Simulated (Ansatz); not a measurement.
Basis-set series for H$_{6}$MoN$_{4}$, SMILES `[NH]=[Mo](=[NH])([NH2])[NH2]`. The species carries charge 0 and has multiplicity 1. Mo takes the def2 core potential. The geometry is a stationary point of PBE0-D4/def2-TZVP. It is one conformer, not always the lowest.

```csv
functional,basis,functions,energy (Eh),HOMO (eV),LUMO (eV)
PBE0-D4,def2-SVP,117,-290.45933,-6.43,-0.54
PBE0-D4,def2-QZVPP,489,-290.76755,-6.68,-0.84
ωB97M-V,def2-SVP,117,-290.52144,-8.62,1.54
ωB97M-V,def2-QZVPP,489,-290.83881,-8.88,0.65
```

**Question.** Give the rows for def2-TZVPP. (Estimate.)

**Answer.** The calculation gave: 
```tsv
functional	basis	functions	energy (Eh)	HOMO (eV)	LUMO (eV)
PBE0-D4	def2-TZVPP	264	-290.74988	-6.63	-0.78
ωB97M-V	def2-TZVPP	264	-290.82177	-8.83	1.28
```

Positive LUMOs are unbound and depend on the basis.

Results of the Gaussian-basis code of Ansatz.
